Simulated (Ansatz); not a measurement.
H₆GeSi, charge -1, doublet, at the geometry of the source list (a state made from the parent by changing its charge; the spin is typed, not shown lowest) (a gas-phase anion, which may not be bound at this level); B3LYP/cc-pVTZ (Ansatz, a program for electronic structure).

Ansatz was given this input:
Ansatz 0.2 input:
```yaml
crystal:
  periodic: [false, false, false]
  atoms:
    - {symbol: Si, position_ang: [-1.21110000, 0.12330000, 0.02170000]}
    - {symbol: Ge, position_ang: [1.10560000, -0.10820000, -0.02010000]}
    - {symbol: H, position_ang: [-1.78150000, -0.70980000, 1.08100000]}
    - {symbol: H, position_ang: [-1.58220000, 1.51630000, 0.26670000]}
    - {symbol: H, position_ang: [-1.77570000, -0.29520000, -1.26210000]}
    - {symbol: H, position_ang: [1.61100000, -1.42550000, -0.54140000]}
    - {symbol: H, position_ang: [1.84580000, 0.89320000, -0.85840000]}
    - {symbol: H, position_ang: [1.78820000, 0.00600000, 1.31260000]}
basis:
  gaussian:
    orbitals: cc-pVTZ
hamiltonian:
  xc: b3lyp
total_charge: -1
magnetization: {spin_polarized: true, initial_magnetization: 1}
```

Output, abridged:

```
Functional definition: B3LYP
1058 factors; their error is unknown
mean field evaluation 1: about -64493.7314 eV, gradient 1.5e1 eV
mean field evaluation 2: about -64494.0882 eV, gradient 1.3e1 eV
mean field evaluation 4: about -64494.5905 eV, gradient 3.0e-1 eV
mean field evaluation 8: about -64494.5904 eV, gradient 3.8e-2 eV
mean field evaluation 16: about -64494.7763 eV, gradient 5.1e-3 eV
mean field evaluation 32: about -64494.7763 eV, gradient 3.5e-5 eV
mean field evaluation 64: about -64494.7420 eV, gradient 9.0e-1 eV
mean field -64494.77633353 eV, -2370.1393141277 hartree, gradient 4.5e-6 eV, S^2 0.751522; 9 other end points of the search recorded, 0 dependent functions left out
reference -64494.77662755 eV, -2370.1393249328 hartree; 27, 26 occupied and 134, 135 virtual orbitals, 1058 factors
Total energy: -64494.77662755 eV, -2370.1393249328 hartree
```
